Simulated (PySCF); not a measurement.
C2H4AlF. Atoms are numbered in the order given.

```xyz
8

Al    -0.4118    -0.5828     0.0000
H     -1.9889    -0.6163     0.0000
F      0.3952    -2.0486     0.0000
C      0.5800     1.0816     0.0000
C     -0.0964     2.2482     0.0000
H      1.6774     1.1393     0.0000
H      0.4010     3.2269     0.0000
H     -1.1940     2.2848     0.0000
```

Geometry optimised at TPSSh-D3(BJ)/def2-SVP. Other conformers were not sampled.

Method: B3LYP/pcSseg-1 run with PySCF.

GIAO shieldings, no solvent; atoms listed in one row are averaged. δ = σ(ref) − σ: ¹H against TMS (σ = 31.68 ppm); ¹⁹F against CFCl3 (σ = 161.7 ppm); ¹³C against TMS (σ = 181.3 ppm), references at their B3LYP-D3(BJ)/def2-TZVP geometries, non-relativistic.

Computed chemical shifts:
```csv
nucleus,atoms,count,δ (ppm)
¹H,H7,1,7.24
¹H,H8,1,6.84
¹H,H6,1,6.72
¹H,H2,1,4.80
¹⁹F,F3,1,-140.7
¹³C,C5,1,159.8
¹³C,C4,1,151.3
```
